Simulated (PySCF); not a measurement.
BH2, SMILES [BH2] (connectivity only; charge and spin as stated), charge +1, multiplicity 1. The structure is a stationary point at PBE0-D3(BJ)/def2-TZVPD. The spin state was assumed, not searched. The isomer is the one that the SMILES or the coordinates give; other isomers of the formula were not compared.

PySCF 2.14.0 with TDA-ωB97X/def2-TZVPD puts the lowest singlet excitations at 7.49, 7.49, 11.71, 11.71, 14.65, 15.94 eV.

### Question
What are the lowest excitation roots from ADC(2)/aug-cc-pVDZ run with PySCF? (An estimate is asked for; the answer gives what the named calculation found.)

### Answer
7.68, 7.68, 12.51, 12.51, 14.91, 16.32 eV. S1 differs by 0.19 eV (second minus first; roots are paired by order, and the bases may differ).
